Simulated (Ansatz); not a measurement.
Stepwise reaction of `C[Si](O)(F)F` with water, as a gas-phase model of exchange steps in deposition or etching. ΔE in kJ/mol; ΔG adds harmonic PBE0-D4 terms to CCSD(T)/CBS, at 1 bar.

Calculated with Ansatz (gas phase, PBE0-D4/def2-TZVP geometries, no zero-point term in ΔE). CCSD(T)/CBS adds triple-zeta CCSD(T) − MP2 to the extrapolated MP2 energy (def2 sets, frozen cores). This one scheme is used for every species. DFT in def2-TZVPP. B3LYP here is the variant with VWN-RPA as its local correlation; programs differ in this. One conformer a species, not always the lowest.

| step | reaction | PBE-D4 | B3LYP-D4 | ωB97M-V | CCSD(T)/CBS | ΔG(400 K) |
| --- | --- | --- | --- | --- | --- | --- |
| 1 | `C[Si](O)(F)F` + H₂O → `C[Si](O)(O)F` + H–F | 43.0 | 45.1 | 44.9 | 44.6 | 45.4 |

Task: Give the row of step 2, `C[Si](O)(O)F` + H₂O → `C[Si](O)(O)O` + H–F. (An estimate is asked.)

Result: Computed: 
```
step                                     reaction  PBE-D4  B3LYP-D4  ωB97M-V  CCSD(T)/CBS  ΔG(400 K)
   2  `C[Si](O)(O)F` + H₂O → `C[Si](O)(O)O` + H–F    46.2      48.6     48.2         47.3       48.0
```

Task: By hand: ΔE of the 2 steps together at CCSD(T)/CBS.

Result: (44.6) + (47.3) = 91.9 kJ/mol, or 46.0 kJ/mol a step.

In ΔE the steps differ by no more than 2.7 kJ/mol. All are uphill at CCSD(T)/CBS. ΔG lies between 45.4 and 48.0 kJ/mol a step. PBE-D4 differs from CCSD(T)/CBS by -1.6 to -1.1 kJ/mol a step. Isolated molecules leave out the surface, adducts and barriers. Largest T1 diagnostic: 0.011.
